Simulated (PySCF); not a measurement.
Dipole moment and polarisability of `CO[P@@]1(=O)OC[C@@H](C)O1`

C₄H₉O₄P.
Geometry (PBE0-D3(BJ)/def2-SVP, Å), atoms numbered from 1 in this order:
```
atom  x, y, z in Å
C1     2.711    1.163    0.788
O2     1.384    0.661    0.700
P3     1.018   -0.566   -0.263
O4     2.172   -1.182   -0.935
O5     0.076   -1.479    0.689
C6    -1.230   -1.605    0.150
C7    -1.463   -0.335   -0.680
C8    -1.983    0.836    0.126
O9    -0.174   -0.036   -1.223
H10    3.051    1.080    1.830
H11    3.384    0.592    0.133
H12    2.710    2.221    0.490
H13   -1.285   -2.510   -0.478
H14   -1.945   -1.700    0.979
H15   -2.126   -0.546   -1.533
H16   -1.990    1.745   -0.492
H17   -3.010    0.640    0.471
H18   -1.344    1.019    1.002
```

Level: wB97X-D/def2-SVPD (PySCF), static field, nuclei fixed, core orbitals frozen in the response. The polarisability tensor in these axes (au):

```
x   91.43  3.49  1.21
y    3.49 77.19  3.47
z    1.21  3.47 69.37
```

Question: What are the eigenvalues, a third of the trace, and Δα (Δα² = ½Σ(αi − αj)² over the three pairs)?

Answer: Principal values 68.05, 77.52 and 92.41 au; mean 79.33 au = 11.76 Å³ = 13.08 × 10⁻⁴⁰ C²·m²/J; Δα = 21.26 au (27 % of the mean).

Question: What is the dipole moment, and where does it point?

Answer: (-3.42, 1.61, 1.49) D, 4.07 D in size, pointing from the negative to the positive side. Measured along this direction, the outermost atoms are O4 and H11 at the negative end and H17 at the positive end.

Question: Find the Langevin capture rate constant for NH4+ (18.034 u) meeting this molecule (152.024 u), k = 2.342 × 10⁻⁹ cm³/s × √(α in Å³ / reduced mass in u).

Answer: The reduced mass is 16.12 u, so k = 2.00 × 10⁻⁹ cm³/s. The formula leaves out the permanent dipole, which adds to the capture rate.

Question: In TDDFT the mean static polarisability is Σ f/ω² over all singlet excitations (ω in hartree). How much of it do the 10 lowest give? Their energies (eV) and oscillator strengths: 7.97, 0.0122; 8.24, 0.0392; 8.65, 0.0171; 8.91, 0.0324; 8.92, 0.0052; 9.19, 0.0043; 9.33, 0.0320; 9.38, 0.0326; 9.45, 0.0092; 9.48, 0.0052.

Answer: They add up to 1.79 au, 2.3 % of the 79.33 au; the largest single term is 0.43 au, from the state at 8.24 eV. Terms in order: 0.14, 0.43, 0.17, 0.30, 0.05, 0.04, 0.27, 0.27, 0.08, 0.04 au. Higher excitations give the rest. The strengths listed sum to 0.189.

Question: Give the eigenvalues of the traceless quadrupole moment Θ = ½Σq(3rr − r²1), origin at the centre of nuclear charge.

Answer: -13.26, -5.07, 18.33 D·Å. The values depend on the origin, since the dipole doesn't vanish. The electronic extent ⟨r²⟩ about the same centre is 1287 bohr², a root-mean-square distance of 2.12 Å for the 80 electrons.

Question: Rayleigh depolarisation ratio (linearly polarised light, static tensor)?

Answer: ρ = 3Δα²/(45ᾱ² + 4Δα²) = 1356.4/(283176 + 1808.5) = 0.00476.

Geometry: PBE0-D3(BJ)/def2-SVP, one conformer, isolated molecule.
